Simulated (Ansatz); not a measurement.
Program: Ansatz. Geometries: PBE0-D4/def2-TZVP. ΔE: electronic, gas phase. CCSD(T)/CBS is the MP2 limit (def2-TZVPP, def2-QZVPP) plus CCSD(T) − MP2 in def2-TZVPP, frozen cores. Double bonds are as drawn, so ΔE can hold a change between cis and trans. Functionals use def2-TZVPP. B3LYP here is the variant with VWN-RPA as its local correlation; programs differ in this. Each species was taken in one conformer, which may not be the lowest.

`CC1=CCS(=O)(=O)C1` + `CO/C=C/F` → `CO/C(C)=C\F` + `O=S1(=O)CC=CC1`  (formal exchange of groups at a C–C bond)

| level | ΔE (kcal/mol) | difference from CCSD(T)/CBS |
| --- | --- | --- |
| PBE-D4 | 0.7 | 0.7 |
| r2SCAN-D4 | 0.2 | 0.2 |
| PBE0-D4 | 0.6 | 0.6 |
| B3LYP-D4 | 0.3 | 0.3 |
| ωB97X-V | 0.1 | 0.1 |
| ωB97M-V | 0.2 | 0.2 |
| B2PLYP | 0.1 | 0.1 |
| PBE | 0.6 | 0.6 |
| r2SCAN | 0.1 | 0.1 |
| PBE0 | 0.4 | 0.4 |
| B3LYP | 0.0 | 0.0 |
| HF/def2-TZVPP | -0.5 | -0.5 |
| MP2/def2-TZVPP | 0.6 | 0.6 |
| SCS-MP2/def2-TZVPP | 0.3 | 0.3 |
| CCSD/def2-TZVPP | 0.1 | 0.1 |
| CCSD(T)/def2-TZVPP | 0.2 | 0.2 |
| HF/def2-QZVPP | -0.5 | -0.5 |
| MP2/def2-QZVPP | 0.5 | 0.5 |
| SCS-MP2/def2-QZVPP | 0.2 | 0.2 |
| HF/CBS(def2) | -0.6 | -0.6 |
| MP2/CBS(def2) | 0.4 | 0.4 |
| CCSD/CBS(def2) | -0.1 | -0.1 |
| CCSD(T)/CBS | 0.0 | 0 |

Largest T1 diagnostic among the species: 0.015.

In def2-TZVPP, CCSD(T) changes the Hartree–Fock value by +0.7 kcal/mol (the triples alone add +0.1 kcal/mol) and MP2 by +1.1 kcal/mol.
